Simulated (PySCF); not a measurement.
Level of theory: PySCF with PBE-D3(BJ)/def2-TZVP // ωB97X-D3(BJ)/def2-TZVP. Gas-phase values, no solvent. Excitations are Tamm–Dancoff values on a coarser integration grid. The basis has no diffuse functions, so Rydberg states are missing or too high.

Reference species (SMILES): `[Cl][Ga]([Cl])[Cl]` (neutral, multiplicity 1).

S1 excitation (TDA): 5.33 eV
LUMO: -2.85 eV

Changed species: `[Ga]([Cl])([SiH3])[SiH3]` (2 of 3 Cl replaced by SiH3; the reference has 0 of 3 Cl replaced by SiH3).

Problem. Give the shifts of the S1 excitation (TDA) and LUMO.

Solution. the S1 excitation (TDA) falls by 1.91 eV, to 3.42 eV; the LUMO decreases by 0.26 eV, to -3.11 eV.
